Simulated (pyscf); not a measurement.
# F–Ge:–F, singlet

Gas-phase minimum from PySCF at ωB97X-D3(BJ)/def2-SVP, one conformer. 

SMILES: [Ge]([F])[F]
```xyz
3

F      0.8440    -0.1085    -1.2587
Ge     1.4706     0.5298     0.2419
F      0.5011    -0.4545     1.3110
```

Bonded distances (Å): F1–Ge2 1.747, Ge2–F3 1.747. Bond angles (°): F1–Ge2–F3 96.9.

Properties at ωB97X-D3(BJ)/def2-SVP:

```json
{
 "harmonic_wavenumbers_unscaled": "267, 702, 719 cm⁻¹",
 "zero_point_energy": "2.4 kcal/mol",
 "rotational_symmetry_number": "2",
 "Entropy of this conformer at 298 K and 1 atm, rigid rotor and harmonic oscillator, modes under 100 cm⁻¹ raised to 100": "270.5 J/(mol K)",
 "dipole_moment": "2.34 D"
}
```

Single-point totals, which compare only within one level (frozen core for MP2 and CC):

```json
[
 {"level": "ωB97X-D3(BJ)/def2-TZVP", "total energy (hartree)": "-2276.81483"},
 {"level": "PBE/def2-TZVP", "total energy (hartree)": "-2276.36551"},
 {"level": "r²SCAN/def2-TZVP", "total energy (hartree)": "-2276.77008"},
 {"level": "B3LYP-D3(BJ)/def2-TZVP", "total energy (hartree)": "-2276.91312"},
 {"level": "PBE0-D3(BJ)/def2-TZVP", "total energy (hartree)": "-2276.40850"},
 {"level": "M06-2X/def2-TZVP", "total energy (hartree)": "-2276.80205"},
 {"level": "ωB97M-D3(BJ)/def2-TZVP", "total energy (hartree)": "-2276.91865"},
 {"level": "HF/def2-TZVPP", "total energy (hartree)": "-2274.41519"},
 {"level": "MP2/def2-TZVPP", "total energy (hartree)": "-2275.14352"},
 {"level": "CCSD/def2-TZVPP", "total energy (hartree)": "-2275.14022"},
 {"level": "CCSD(T)/def2-TZVPP", "total energy (hartree)": "-2275.16426"}
]
```

The CCSD(T) − MP2 part came from Ansatz, without density fitting, on the same reference. The frozen core leaves the outer d or s,p core shells of the metals and heavy elements correlated in the MP2 and CC values, and def2-TZVPP describes them poorly, so these totals are far from the basis limit. Elements up to Kr have no core potential and no relativistic terms here.
